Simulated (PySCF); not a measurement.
Cl3Ga, charge -1, doublet, geometry from GFN2-xTB (such geometries of metal compounds can be far from the true shape) (a state made from the parent by changing its charge; the spin is typed, not shown lowest); M062X/pcseg-1 (PySCF).

PySCF was given this input:
```python
from pyscf import gto, scf, dft

mol = gto.Mole()
mol.atom = '''
    Ga   -0.17281014    0.17703508    0.45753847
    Cl   -1.66578596   -1.23426882   -0.51100727
    Cl    0.20082140    1.87173581   -1.00780288
    Cl    1.78008893   -0.96029567    0.68447530
'''
mol.basis = 'pcseg-1'
mol.charge = -1
mol.spin = 1
mol.verbose = 4
mol.build()

mf = dft.UKS(mol)
mf.xc = 'm062x'
mf.conv_tol = 1e-7
mf.kernel()
mf.analyze()
```

Output, abridged:

```
PySCF version 2.14.0

[INPUT] verbose = 4
[INPUT] num. atoms = 4
[INPUT] num. electrons = 83
[INPUT] charge = -1
[INPUT] spin (= nelec alpha-beta = 2S) = 1
[INPUT] symmetry False subgroup None
[INPUT] Mole.unit = angstrom
[INPUT] Symbol           X                Y                Z      unit          X                Y                Z       unit  Magmom
[INPUT]  1 Ga    -0.172810140000   0.177035080000   0.457538470000 AA   -0.326563836148   0.334547815640   0.864622399753 Bohr   0.0
[INPUT]  2 Cl    -1.665785960000  -1.234268820000  -0.511007270000 AA   -3.147879246546  -2.332430033890  -0.965663787962 Bohr   0.0
[INPUT]  3 Cl     0.200821400000   1.871735810000  -1.007802880000 AA    0.379497445952   3.537068058441  -1.904471430748 Bohr   0.0
[INPUT]  4 Cl     1.780088930000  -0.960295670000   0.684475300000 AA    3.363880555070  -1.814695814906   1.293470856030 Bohr   0.0

nuclear repulsion = 493.782319203294
number of shells = 12
number of NR pGTOs = 214
number of NR cGTOs = 81
basis = pcseg-1
ecp = {}

******** <class 'pyscf.dft.uks.UKS'> ********
method = UKS
initial guess = minao
damping factor = 0
level_shift factor = 0
DIIS = <class 'pyscf.scf.diis.CDIIS'>
diis_start_cycle = 1
diis_space = 8
diis_damp = 0
SCF conv_tol = 1e-07
SCF conv_tol_grad = None
SCF max_cycles = 50
direct_scf = True
direct_scf_tol = 1e-13
number electrons alpha = 42  beta = 41
XC library pyscf.dft.libxc version 7.1.2
    S. Lehtola, C. Steigemann, M. J. T. Oliveira, and M. A. L. Marques,  SoftwareX 7, 1–5 (2018)
XC functionals = m062x
    Y. Zhao and D. G. Truhlar,  Theor. Chem. Acc. 120, 215 (2008)
    Y. Zhao and D. G. Truhlar,  Theor. Chem. Acc. 120, 215 (2008)
radial grids:
    Treutler-Ahlrichs [JCP 102, 346 (1995); DOI:10.1063/1.469408] (M4) radial grids

becke partition: Becke, JCP 88, 2547 (1988); DOI:10.1063/1.454033
pruning grids: <function nwchem_prune>
grids dens level: 3
symmetrized grids: False
atomic radii adjust function: <function treutler_atomic_radii_adjust>
small_rho_cutoff = 0
Set gradient conv threshold to 0.000316228
tot grids = 77544
init E= -3304.71117199216

cycle= 1 E= -3305.32070822753  delta_E= -0.61  |g|= 0.301  |ddm|= 1.83
cycle= 2 E= -3305.33863046949  delta_E= -0.0179  |g|= 0.284  |ddm|= 0.983
cycle= 3 E= -3305.39271840904  delta_E= -0.0541  |g|= 0.0187  |ddm|= 0.412
cycle= 4 E= -3305.39327968321  delta_E= -0.000561  |g|= 0.00939  |ddm|= 0.0877
cycle= 5 E= -3305.3933981895  delta_E= -0.000119  |g|= 0.00221  |ddm|= 0.0366
cycle= 6 E= -3305.39341088145  delta_E= -1.27e-05  |g|= 0.000568  |ddm|= 0.0161
cycle= 7 E= -3305.39341151401  delta_E= -6.33e-07  |g|= 0.000205  |ddm|= 0.00284
cycle= 8 E= -3305.39341157572  delta_E= -6.17e-08  |g|= 4.18e-05  |ddm|= 0.000685
Extra cycle  E= -3305.39341157848  delta_E= -2.76e-09  |g|= 1.94e-05  |ddm|= 0.000123
converged SCF energy = -3305.39341157848  <S^2> = 0.75234906  2S+1 = 2.0023477
**** SCF Summaries ****
Total Energy =                       -3305.393411578483210
Nuclear Repulsion Energy =             493.782319203294435
One-electron Energy =                -5592.042356458036920
Two-electron Energy =                 1792.866625676259446
Two-electron Coulomb Energy =         1953.010773620274449
DFT Exchange-Correlation Energy =     -160.144147944014918
**** MO energy ****
                             alpha | beta                alpha | beta
MO #1   energy= -374.515634990117  | -374.513815985519  occ= 1 | 1
MO #2   energy= -102.44486915013   | -102.443605976545  occ= 1 | 1
MO #3   energy= -102.444835816372  | -102.443571372072  occ= 1 | 1
MO #4   energy= -102.444794776557  | -102.443530207465  occ= 1 | 1
MO #5   energy= -46.4481048024724  | -46.4458067154427  occ= 1 | 1
MO #6   energy= -41.2291345404562  | -41.2272994978084  occ= 1 | 1
MO #7   energy= -41.2282120230938  | -41.227299331425   occ= 1 | 1
MO #8   energy= -41.2282117688891  | -41.2270499553946  occ= 1 | 1
MO #9   energy= -9.60858026793556  | -9.60801484630301  occ= 1 | 1
MO #10  energy= -9.60855542126744  | -9.60799003136031  occ= 1 | 1
MO #11  energy= -9.608522439335    | -9.60795677601227  occ= 1 | 1
MO #12  energy= -7.3371592864354   | -7.33465582329881  occ= 1 | 1
MO #13  energy= -7.3371282092814   | -7.33462570483969  occ= 1 | 1
MO #14  energy= -7.33709225479037  | -7.33458989654171  occ= 1 | 1
MO #15  energy= -7.3332015318875   | -7.3324533823423   occ= 1 | 1
MO #16  energy= -7.33317999744767  | -7.33242776557234  occ= 1 | 1
MO #17  energy= -7.33314621386148  | -7.33239548260417  occ= 1 | 1
MO #18  energy= -7.33286925187686  | -7.33220333883277  occ= 1 | 1
MO #19  energy= -7.33284385886281  | -7.33217921822588  occ= 1 | 1
MO #20  energy= -7.33281215184947  | -7.33214509965103  occ= 1 | 1
MO #21  energy= -5.62909712010136  | -5.62400160402365  occ= 1 | 1
MO #22  energy= -3.92257883156726  | -3.91973353861943  occ= 1 | 1
MO #23  energy= -3.92167236103919  | -3.91973264954367  occ= 1 | 1
MO #24  energy= -3.92167139212787  | -3.91752637769276  occ= 1 | 1
MO #25  energy= -0.892024915136199 | -0.889931303829813 occ= 1 | 1
MO #26  energy= -0.892021606469237 | -0.889928320705785 occ= 1 | 1
MO #27  energy= -0.888110556558355 | -0.88424735140569  occ= 1 | 1
MO #28  energy= -0.886656731866198 | -0.88424361703984  occ= 1 | 1
MO #29  energy= -0.886654480197079 | -0.883724243135444 occ= 1 | 1
MO #30  energy= -0.729269091751582 | -0.723022264469418 occ= 1 | 1
MO #31  energy= -0.710576577035922 | -0.704787422737962 occ= 1 | 1
MO #32  energy= -0.710569583181444 | -0.704775275776951 occ= 1 | 1
MO #33  energy= -0.349001924408341 | -0.331163264880271 occ= 1 | 1
MO #34  energy= -0.262097327099606 | -0.252234556500707 occ= 1 | 1
MO #35  energy= -0.262091074216006 | -0.252225544968333 occ= 1 | 1
MO #36  energy= -0.23718608380555  | -0.228605740362413 occ= 1 | 1
MO #37  energy= -0.220762013075523 | -0.214908992628878 occ= 1 | 1
MO #38  energy= -0.220744806075701 | -0.214892523460487 occ= 1 | 1
MO #39  energy= -0.206635918697911 | -0.204676943847396 occ= 1 | 1
MO #40  energy= -0.20661189473481  | -0.204651572510419 occ= 1 | 1
MO #41  energy= -0.200796046445258 | -0.198974125348329 occ= 1 | 1
MO #42  energy= -0.0862317766983993 | 0.0446831648698107 occ= 1 | 0
MO #43  energy= 0.210453172084611  | 0.190343296365662  occ= 0 | 0
MO #44  energy= 0.210475412285881  | 0.203922363388712  occ= 0 | 0
MO #45  energy= 0.211955808504359  | 0.203945057767351  occ= 0 | 0
MO #46  energy= 0.320769138145282  | 0.312599736726922  occ= 0 | 0
MO #47  energy= 0.40827975527023   | 0.367383123736484  occ= 0 | 0
MO #48  energy= 0.408282288985461  | 0.403303864101432  occ= 0 | 0
MO #49  energy= 0.411848245406104  | 0.403308887360844  occ= 0 | 0
MO #50  energy= 0.452512191052898  | 0.448596396813868  occ= 0 | 0

To work with the spin densities directly, `use mulliken_meta_spin()` only printing them here.

 ** Mulliken spin pop alpha/beta on meta-lowdin orthogonal AOs **
 ** Mulliken Spin Density (per AO)  **
spin_pop of  0 Ga 1s        0.00000
spin_pop of  0 Ga 2s        0.00004
spin_pop of  0 Ga 3s        0.00160
spin_pop of  0 Ga 4s        0.41475
spin_pop of  0 Ga 5s        0.01090
spin_pop of  0 Ga 2px       0.00000
spin_pop of  0 Ga 2py       0.00000
spin_pop of  0 Ga 2pz       0.00000
spin_pop of  0 Ga 3px      -0.00000
spin_pop of  0 Ga 3py      -0.00000
spin_pop of  0 Ga 3pz       0.00001
spin_pop of  0 Ga 4px       0.03360
spin_pop of  0 Ga 4py       0.03553
spin_pop of  0 Ga 4pz       0.26751
spin_pop of  0 Ga 5px       0.00011
spin_pop of  0 Ga 5py       0.00010
spin_pop of  0 Ga 5pz      -0.00101
spin_pop of  0 Ga 3dxy     -0.00001
spin_pop of  0 Ga 3dyz     -0.00001
spin_pop of  0 Ga 3dz^2     0.00003
spin_pop of  0 Ga 3dxz      0.00002
spin_pop of  0 Ga 3dx2-y2    0.00002
spin_pop of  0 Ga 4dxy     -0.00008
spin_pop of  0 Ga 4dyz      0.00081
spin_pop of  0 Ga 4dz^2     0.00150
spin_pop of  0 Ga 4dxz      0.00075
spin_pop of  0 Ga 4dx2-y2   -0.00025
spin_pop of  1 Cl 1s        0.00000
spin_pop of  1 Cl 2s        0.00000
spin_pop of  1 Cl 3s        0.00262
spin_pop of  1 Cl 4s        0.00011
spin_pop of  1 Cl 2px       0.00000
spin_pop of  1 Cl 2py       0.00000
spin_pop of  1 Cl 2pz       0.00000
spin_pop of  1 Cl 3px       0.00508
spin_pop of  1 Cl 3py       0.02622
spin_pop of  1 Cl 3pz       0.04264
spin_pop of  1 Cl 4px      -0.00009
spin_pop of  1 Cl 4py       0.00026
spin_pop of  1 Cl 4pz       0.00124
spin_pop of  1 Cl 3dxy     -0.00005
spin_pop of  1 Cl 3dyz     -0.00005
spin_pop of  1 Cl 3dz^2     0.00004
spin_pop of  1 Cl 3dxz     -0.00005
spin_pop of  1 Cl 3dx2-y2    0.00001
spin_pop of  2 Cl 1s        0.00000
spin_pop of  2 Cl 2s        0.00000
spin_pop of  2 Cl 3s        0.00263
spin_pop of  2 Cl 4s        0.00011
spin_pop of  2 Cl 2px       0.00000
spin_pop of  2 Cl 2py       0.00000
spin_pop of  2 Cl 2pz       0.00000
spin_pop of  2 Cl 3px       0.00568
spin_pop of  2 Cl 3py       0.00758
spin_pop of  2 Cl 3pz       0.06071
spin_pop of  2 Cl 4px       0.00006
spin_pop of  2 Cl 4py      -0.00008
spin_pop of  2 Cl 4pz       0.00144
spin_pop of  2 Cl 3dxy     -0.00001
spin_pop of  2 Cl 3dyz     -0.00011
spin_pop of  2 Cl 3dz^2     0.00002
spin_pop of  2 Cl 3dxz      0.00001
spin_pop of  2 Cl 3dx2-y2    0.00000
spin_pop of  3 Cl 1s        0.00000
spin_pop of  3 Cl 2s        0.00000
spin_pop of  3 Cl 3s        0.00263
spin_pop of  3 Cl 4s        0.00011
spin_pop of  3 Cl 2px       0.00000
spin_pop of  3 Cl 2py       0.00000
spin_pop of  3 Cl 2pz       0.00000
spin_pop of  3 Cl 3px       0.04200
spin_pop of  3 Cl 3py       0.01948
spin_pop of  3 Cl 3pz       0.01250
spin_pop of  3 Cl 4px       0.00038
spin_pop of  3 Cl 4py       0.00020
spin_pop of  3 Cl 4pz       0.00083
spin_pop of  3 Cl 3dxy     -0.00010
spin_pop of  3 Cl 3dyz      0.00002
spin_pop of  3 Cl 3dz^2    -0.00005
spin_pop of  3 Cl 3dxz      0.00005
spin_pop of  3 Cl 3dx2-y2   -0.00001
 ** Mulliken Spin Density (per atom)  **
spin density of  0 Ga =      0.76591
spin density of  1 Cl =      0.07801
spin density of  2 Cl =      0.07804
spin density of  3 Cl =      0.07804
 ** Mulliken pop alpha/beta on meta-lowdin orthogonal AOs **
 ** Mulliken pop       alpha | beta **
In total            42.00000 | 41.00000
 ** Mulliken atomic charges   ( Nelec_alpha | Nelec_beta ) **
charge of  0Ga =      0.37488  (    15.69552     14.92960 )
charge of  1Cl =     -0.45830  (     8.76815      8.69015 )
charge of  2Cl =     -0.45828  (     8.76816      8.69012 )
charge of  3Cl =     -0.45829  (     8.76817      8.69013 )

WARN: System has nonzero charge -1; the dipole moment is origin-dependent.
Location of origin: [0. 0. 0.]

Dipole moment(X, Y, Z, Debye): -0.48648,  0.49856,  1.28853
```
